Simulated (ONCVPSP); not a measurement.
## sulfur (S): one change to an ONCV potential, before and after

sulfur (S), optimised norm-conserving Vanderbilt (ONCV), made with ONCVPSP 4.0.1 (PBE, scalar-relativistic). Core [Ne], reference 3s1 3p5. Waves: 3s: rc 1.45 bohr, ncon 4, nbas 8, qcut 3.8 1/bohr, 2 projectors, debl 3.8 Ha; 3p: rc 1.10 bohr, ncon 4, nbas 7, qcut 8.8 1/bohr, 2 projectors, debl 1.5 Ha. Local part: polynomial inside 0.85 bohr (lpopt 3, dvloc0 0 Ha). Core correction: none.

All-electron outer shells of the reference configuration (PBE, scalar-relativistic, ld1.x):

| shell | level (eV) | outermost node (bohr) | outermost maximum (bohr) |
| --- | --- | --- | --- |
| 2s | -213.15 | 0.13 | 0.39 |
| 2p | -157.93 | – | 0.33 |
| 3s | -17.93 | 0.60 | 1.40 |
| 3p | -7.56 | 0.58 | 1.59 |

Change: s: nbas 7.

Cutoffs: the cutoffs (Ha) at which the residual kinetic energy of the hardest occupied pseudo-wave falls to 1 and 0.1 mHa per electron; they do not see the model core or the augmentation charge, which bear on the density cutoff. Errors are all-electron minus pseudo energies relative to the spin-unpolarised reference configuration.

**Question.** Predict the effect on cutoff, ghosts and configuration errors.

**Answer.** The potential gets softer (61 Ha and 114 Ha → 44 Ha and 114 Ha); both files keep a bound ghost (p); of the 4 tests that both files solve, the error grows in 1 and shrinks in 2 by more than 15 % and 0.3 meV (median size 3.2 → 2.0 meV).

| quantity | base | changed |
| --- | --- | --- |
| cutoff, loose | 61 Ha | 44 Ha |
| cutoff, tight | 114 Ha | 114 Ha |
| loose cutoff by channel | s 61 Ha, p 41 Ha | s 44 Ha, p 41 Ha |
| bound ghosts | p | p |
| GHOST(+) flags under 300 eV | s at 174.9 eV | s at 178.1 eV |
| error for 3s2 3p4, meV [ΔE -10.31 eV] | -0.1 | +0.9 |
| error for 3s2 3p3, meV [ΔE 1.46 eV] | +0.5 | +0.5 |
| error for 3s2 3p2, meV [ΔE 23.74 eV] | +5.9 | +3.0 |
| error for 3s2 3p0, meV [ΔE 104.58 eV] | +116 | +96 |
| s: phases at 1.47 bohr within 0.05 rad from the reference energy up to (Ha; the scan ends near 5) | to the end of the scan | to the end of the scan |
| p: phases at 1.12 bohr within 0.05 rad from the reference energy up to (Ha; the scan ends near 5) | to the end of the scan | to the end of the scan |

 A true bound ghost makes a file unfit for plane-wave use even where its test errors are small: the radial tests pick states by their node count and pass the ghost by.
